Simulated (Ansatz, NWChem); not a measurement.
**From NWChem to Ansatz**

This NWChem 7.3.0 job computes BSiH4ClO2 (SMILES OB(Cl)O[SiH3]):

mymol.xyz:
```
9

O     -1.488800     0.491100     0.723100
B     -0.230000     0.993200     0.686000
Cl     0.150700     2.510600     1.524900
O      0.744500     0.354700     0.017900
Si     0.741000    -1.054400    -0.858000
H     -2.103900     1.027600     1.228100
H      2.126200    -1.243000    -1.344100
H     -0.193300    -0.936400    -2.003700
H      0.342200    -2.189700     0.008800
```

run.py:
```python
from ase.io import read
from ase.calculators.nwchem import NWChem

mol = read('mymol.xyz')

calc = NWChem(
    label='mymol',
    theory='scf',
    memory='2200 mb',
    basis='STO-3G',
    basispar='spherical bse',
    scf={'nopen': '0', 'rhf': None, 'thresh': '1e-08', 'maxiter': '80'},
)
mol.calc = calc

forces = mol.get_forces()
print(f"energy = {mol.get_potential_energy():.6f} eV")
print("forces (eV/A):")
for s, f in zip(mol.symbols, forces):
    print(f"{s:2s} {f[0]:10.5f} {f[1]:10.5f} {f[2]:10.5f}")
print("dipole (e A):", mol.get_dipole_moment().round(4))
```

```bash
$ export ASE_NWCHEM_COMMAND="nwchem PREFIX.nwi > PREFIX.nwo"
$ python run.py
```

Geometry: relaxed at PBE0-D4/def2-TZVP. This is one conformer, not always the lowest.

The shape isn't stationary at this level (largest force 2.8 eV/Å).

It gives a total energy of -914.760788 Eh.

**Question.** Translate the job to Ansatz 0.2.0 as an input file of the program's own.

**Answer.** For example:

molecule.yaml:
```yaml
crystal:
  periodic: [false, false, false]
  atoms:
    - symbol: O
      position_ang: [-1.488800, 0.491100, 0.723100]
    - symbol: B
      position_ang: [-0.230000, 0.993200, 0.686000]
    - symbol: Cl
      position_ang: [0.150700, 2.510600, 1.524900]
    - symbol: O
      position_ang: [0.744500, 0.354700, 0.017900]
    - symbol: Si
      position_ang: [0.741000, -1.054400, -0.858000]
    - symbol: H
      position_ang: [-2.103900, 1.027600, 1.228100]
    - symbol: H
      position_ang: [2.126200, -1.243000, -1.344100]
    - symbol: H
      position_ang: [-0.193300, -0.936400, -2.003700]
    - symbol: H
      position_ang: [0.342200, -2.189700, 0.008800]
basis:
  gaussian:
    orbitals: STO-3G
total_charge: 0
hamiltonian:
  xc: hf
accuracy: high
output: {forces: true, orbitals: {seedname: orbitals}}
```

```bash
$ ansatz run molecule.yaml --threads 1 --pin off --max-ram 2610MiB --events-out events.jsonl --progress --plain --runs-dir runs
```

Its energy is -914.760788 Eh, the same as the first but for the last digit, at most.
